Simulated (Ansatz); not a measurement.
```yaml
atoms:
  - { symbol: P, position_ang: [0.0008, 0.0005, -0.9451] }
  - { symbol: P, position_ang: [0.0006, 0.0001, 0.9447] }
```

Basis set: cc-pVTZ (spherical functions). Left uncorrelated: 10 orbitals. Charge 0, multiplicity 1.

Computed with Ansatz (development build ahead of 0.2.0); each method stands on the lowest determinant of its kind that the runs found. Restricted open shells among the atoms or ions are ROHF, correlated in semicanonical orbitals with singles.

The atomization energy at this shape (free ground-state atoms in the same class of orbitals less the molecule, no zero-point energy) of singlet P2:

```json
{"method": "RHF", "atomization energy": "1.58 eV"}
```

(1) What does RHF-MP2 give?

## Answers

(1) 4.62 eV.
